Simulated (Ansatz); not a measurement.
Ansatz results at the PBE0-D4/def2-TZVP geometry: HOMO energy (PBE0/def2-TZVPP) -6.63 eV; size of the dipole moment (B3LYP/def2-TZVPP) 1.81 D; HOMO–LUMO gap (ωB97M-V/def2-TZVPP) 10.14 eV.

Each molecule was computed in one conformer, which needn't be the lowest.

(1) Which molecule gave them?
A. `[F][Ga]([SH])[Cl]`
B. `C[Si](C)(C)[Ga]([Cl])[Cl]`
C. `C[N](C)[Ga]([F])[SH]`
D. `[CH3][Ga]([OH])[OH]`

## Answers

(1) C. The others give `[F][Ga]([SH])[Cl]`: -8.46, 1.61, 11.00; `[CH3][Ga]([OH])[OH]`: -8.53, 0.52, 12.41; `C[Si](C)(C)[Ga]([Cl])[Cl]`: -7.66, 4.52, 9.70.

B3LYP here is the variant with VWN-RPA as its local correlation; programs differ in this.
